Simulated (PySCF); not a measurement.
An unknown gives this computed stick spectrum. Computed with TDDFT B3LYP/def2-SVPD, vertical, gas phase, core orbitals frozen in the response in PySCF 2.14.0, density-fitted response routines. Geometries: PBE0-D3(BJ)/def2-SVP, one conformer each. Relativistic effects are left out although some hold elements past zinc.

```
state  E (eV)  λ (nm)       f
   S1    5.01   247.6  0.0018
   S2    5.11   242.7   0.226
   S3    5.85   211.8  0.0055
   S4    5.91   209.7  0.0063
   S5    5.96   207.9  0.0085
   S6    6.34   195.6  0.0024
   S7    6.52   190.0  0.0046
   S8    6.75   183.7  0.0069
   S9    6.76   183.4  0.0026
  S10    6.93   179.0  0.0059
```

**Question.** Which candidate is it? All have the formula C5H10GeSi.
A. `C#C/C=[CH]\[GeH2][CH2][SiH3]`
B. `C=C[SiH2]C#[C][GeH2][CH3]`
C. `[C@@H]([GeH3])([SiH2]C=C)C#C`

**Answer.** A. Its S1, at 5.01 eV, is the lowest among the candidates; the nearest of the others has S1 at 5.43 eV. S1 is HOMO-1→LUMO (97%). Löwdin shares by element: HOMO carbon 85% or more (atoms not listed hold the other 15%); LUMO carbon 77% or more (atoms not listed hold the other 23%). At the same level the other candidates give, for their lowest levels:
- `C#C[C@H]([GeH3])[SiH2]C=C`: 5.43 eV (f 0.043); 5.78 eV (f 0.012); 5.95 eV (f 0.018); 6.19 eV (f 0.009); 6.39 eV (f 0.038); T1 4.24 eV; HOMO -7.00, LUMO -0.92 eV
- `C=C[SiH2]C#[C][GeH2][CH3]`: 5.58 eV (f 0.000); 5.75 eV (f 0.006); 5.76 eV (f 0.006); 6.19 eV (f 0.000); 6.21 eV (f 0.010); T1 4.27 eV; HOMO -7.60, LUMO -0.75 eV

Shape of the structure used: `[CH:1]#[C:2]/[CH:3]=[CH:4]\[GeH2:5][CH2:6][SiH3:7]`: C3–C4–Ge5–C6 63°, C4–Ge5–C6–Si7 55°.
Triplets come from the Tamm–Dancoff approximation.
